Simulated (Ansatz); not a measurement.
Reaction (formal exchange of groups at a C–F bond): `FC[SiH2]F` + `[BH2][GaH2]` → `[BH2][GaH][CH2][SiH2]F` + H–F

Isolated molecules relaxed with PBE0-D4/def2-TZVP in Ansatz; ΔE leaves out vibrations. CBS: MP2 limit from def2 TZ/QZ plus the TZ coupled-cluster correction, frozen cores. This one scheme is used for every species. DFT in def2-TZVPP. For Ga outer-core shells are correlated without core-valence functions, which leaves a few kJ/mol of doubt a bond. Scalar relativity is left out up to krypton. Each species was taken in one conformer, which may not be the lowest.

`FC[SiH2]F`:

Z-matrix (Å, degrees):
```
C
Si 1 1.881
F 1 1.389 2 111.3
H 1 1.097 2 109.9 3 -120.2
H 1 1.096 2 111.2 3 121.0
F 2 1.598 1 109.8 3 -69.4
H 2 1.485 1 108.3 3 172.6
H 2 1.481 1 110.8 3 50.0
```

`[BH2][GaH2]`:

```xyz
6

B     0.427    1.014    0.008
Ga   -0.375   -0.889   -0.006
H    -0.086    1.925   -0.578
H     1.434    1.278    0.602
H    -1.417   -1.372    1.072
H     0.017   -1.955   -1.098
```

`[BH2][GaH][CH2][SiH2]F`:

```xyz
12

B     0.592   -0.037    1.979
Ga   -0.830   -1.042    0.863
C    -0.695   -0.527   -1.087
Si    0.424    0.918   -1.215
F     1.305    0.975    0.169
H     0.330    0.990    2.535
H     1.662   -0.521    2.209
H    -1.949   -2.095    1.195
H    -0.295   -1.403   -1.610
H    -1.690   -0.331   -1.493
H     1.452    0.864   -2.283
H    -0.307    2.208   -1.262
```

H–F:

```xyz
2

F    -0.408   -0.139    0.159
H     0.408    0.139   -0.159
```

| level | ΔE (eV) |
| --- | --- |
| PBE0-D4 | -1.33 |
| ωB97X-V | -1.19 |
| r2SCAN | -1.28 |
| CCSD(T)/def2-TZVPP | -1.37 |
| HF/def2-QZVPP | -0.80 |
| MP2/def2-QZVPP | -1.57 |
| HF/CBS(def2) | -0.80 |
| CCSD/CBS(def2) | -1.36 |

(1) What does CCSD(T)/CBS give? (Estimate.)

Largest T1 diagnostic among the species: 0.014.

Answers

(1) The calculation gave: -1.43 eV. The listed levels differ from it by 0.10, 0.24, 0.15, 0.06, 0.63, -0.14, 0.63, 0.07 eV.

The D4 term adds −0.16 eV with B3LYP and −0.09 eV with PBE0; it sums over pairs of atoms, weighted by their polarisabilities, and B3LYP, whose exchange is more repulsive, gets the larger term. In def2-TZVPP, CCSD(T) changes the Hartree–Fock value by −0.55 eV (the triples alone add −0.07 eV) and MP2 by −0.73 eV. From PBE to PBE0 (25 % exact exchange), in def2-TZVPP and without D4, ΔE moves by −0.03 eV.

B3LYP here is the variant with VWN-RPA as its local correlation; programs differ in this.
